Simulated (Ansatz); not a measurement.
Reaction (isomerisation): `[SiH3][Si]1(Cl)C=C1` → `C#C[SiH]([SiH3])Cl`

Computed with Ansatz on PBE0-D4/def2-TZVP structures; ΔE is electronic, products minus reactants. CCSD(T)/CBS is the MP2 limit (def2-TZVPP, def2-QZVPP) plus CCSD(T) − MP2 in def2-TZVPP, frozen cores. Functionals use def2-TZVPP.

(1) Is it downhill or uphill in electronic energy at CCSD(T)/CBS, and by how much? (Estimate.)

(2) What do these levels give: ωB97X-V, ωB97M-V, B2PLYP, HF/def2-TZVPP, HF/CBS(def2), MP2/CBS(def2)? (Estimate.)

Largest T1 diagnostic among the species: 0.012.

Answers

(1) Ansatz gave: Downhill: ΔE = -20.0 kJ/mol.

(2) Computed: ωB97X-V -5.7, ωB97M-V -8.5, B2PLYP -24.1, HF/def2-TZVPP -39.8, HF/CBS(def2) -39.2, MP2/CBS(def2) -20.7 kJ/mol.

In def2-TZVPP, CCSD(T) changes the Hartree–Fock value by +18.4 kJ/mol (the triples alone add +2.6 kJ/mol) and MP2 by +17.7 kJ/mol.
